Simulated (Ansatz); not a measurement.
```yaml
crystal:
  periodic: [false, false, false]
  atoms:
    - {symbol: Ge, position_ang: [-0.426897, 0.949984, -1.381648]}
    - {symbol: S, position_ang: [-0.517377, 0.890900, 1.122108]}
    - {symbol: C, position_ang: [0.407298, -0.916134, 1.449395]}
    - {symbol: H, position_ang: [-0.225202, -1.854239, 0.939257]}
    - {symbol: H, position_ang: [0.432249, -1.077576, 2.678274]}
    - {symbol: H, position_ang: [1.573936, -0.919776, 1.026035]}
    - {symbol: H, position_ang: [1.224587, 0.938127, -1.935097]}
    - {symbol: H, position_ang: [-1.216432, 2.419984, -1.849875]}
    - {symbol: H, position_ang: [-1.252163, -0.431269, -2.048459]}
basis:
  gaussian: {orbitals: def2-mTZVPP}
hamiltonian: {xc: {name: B2GP-PLYP}}
scf: {lower_state_search: light}
output: {forces: true}
```

```sh
$ ansatz run in.yaml --threads 2 --pin off --events-out ev --progress --plain --max-ram 4352MiB
```

Shortened log:

```
Functional definition: B2GP-PLYP
1040 factors; integrals over basis functions are off by at most 1.4e-3 eV
mean field evaluation 1: about -68458.5382 eV, gradient 1.9e1 eV
mean field evaluation 2: about -68458.5378 eV, gradient 1.9e1 eV
mean field evaluation 4: about -68459.6287 eV, gradient 1.9e0 eV
mean field evaluation 8: about -68459.6400 eV, gradient 3.7e-2 eV
mean field evaluation 16: about -68459.6400 eV, gradient 2.2e-5 eV
mean field -68459.64000986 eV, -2515.8453667516 hartree, gradient 4.8e-6 eV, S^2 0.000000; 0 other end points of the search recorded, 0 dependent functions left out
15 core orbitals not correlated: weight in the atoms' cores, before any rotation towards them, 1.000 or more for the frozen orbitals, at most 0.000 for the correlated occupied ones
reference -68459.64012942 eV, -2515.8453711455 hartree; 15, 15 occupied and 82, 82 virtual orbitals, 1040 factors
second order -16.99449130 eV of doubles, -0.00000000 eV of singles
Total energy: -68465.75814629 eV, -2516.0702041185 hartree
Atom 0 at    -0.426897     0.949984    -1.381648 Å, force     0.014171    -0.031060    -0.167294 eV/Å
Atom 1 at    -0.517377     0.890900     1.122108 Å, force     1.284603    -2.294551    -1.807088 eV/Å
Atom 2 at     0.407298    -0.916134     1.449395 Å, force     0.640100    -1.277902     0.437442 eV/Å
Atom 3 at    -0.225202    -1.854239     0.939257 Å, force     1.737647     2.888976     1.419827 eV/Å
Atom 4 at     0.432249    -1.077576     2.678274 Å, force    -0.156643     0.629803    -3.570022 eV/Å
Atom 5 at     1.573936    -0.919776     1.026035 Å, force    -3.460807     0.190924     1.168363 eV/Å
Atom 6 at     1.224587     0.938127    -1.935097 Å, force    -2.342491     0.024692     0.830975 eV/Å
Atom 7 at    -1.216432     2.419984    -1.849875 Å, force     1.123103    -2.093386     0.699723 eV/Å
Atom 8 at    -1.252163    -0.431269    -2.048459 Å, force     1.160318     1.962505     0.988074 eV/Å
Dipole moment:     0.142569    -0.252824    -0.225900 e Å
```

It took 2.5 s on 2 threads of AMD EPYC 9R45 on a shared host.

Correlated methods freeze 15 core orbitals; core or outer-core shells of Ge are correlated, in sets that lack core-valence functions.
